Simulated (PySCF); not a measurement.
Cost of one run: excited-state job, C3H9BS.

Method: TDDFT PBE0/def2-SVPD, vertical, gas phase, core orbitals frozen in the response (PySCF 2.14.0, density-fitted response routines). Geometry: GFN2-xTB. Work: 8 singlets by full TDDFT, 3 Tamm–Dancoff triplets, polarisability, density fitting. The input is one job of a driver script: a line of settings, then coordinates in Å.

Command:
```bash
OMP_NUM_THREADS=1 python probes_run.py task.json out
```

Input:
```
{"job": {"kind": "uv", "xc": "PBE0", "basis": "def2-SVPD", "nstates": 8, "ntriplets": 3}, "charge": 0, "multiplicity": 1}
C      1.439201    -0.458301     0.781859
B      0.982782    -0.290075    -0.738437
C      0.148448     0.946589    -1.210829
S     -1.044583    -0.443095    -1.070218
C     -1.826471    -0.117364     0.543779
H      1.163169    -1.428453     1.196170
H      2.525880    -0.409108     0.832387
H      1.062159     0.312338     1.453574
H      1.496392    -0.950987    -1.564417
H     -0.143145     1.749300    -0.543253
H      0.166583     1.284097    -2.240985
H     -2.640340    -0.829180     0.642012
H     -1.110148    -0.260697     1.344842
H     -2.220604     0.894464     0.551350
```

Hardware: Arm Neoverse N1, one thread, shared host. PySCF's memory limit was set to 1040 MB.

Task: How large is the basis?

Result: 179 functions for 48 electrons, with 636 fitting functions; the fitted three-index integrals, 636 × 179 × 180/2 numbers of 8 bytes, come to 78 MiB.

Task: What wall time should be expected on this hardware?

Result: About 39 s. The SCF took 14 cycles.

Task: How much memory does it need at the peak?

Result: About 0.72 GiB. Peak memory is the resident size of the whole Python process, interpreter and libraries included.

Times come from a shared host and carry two figures at best.
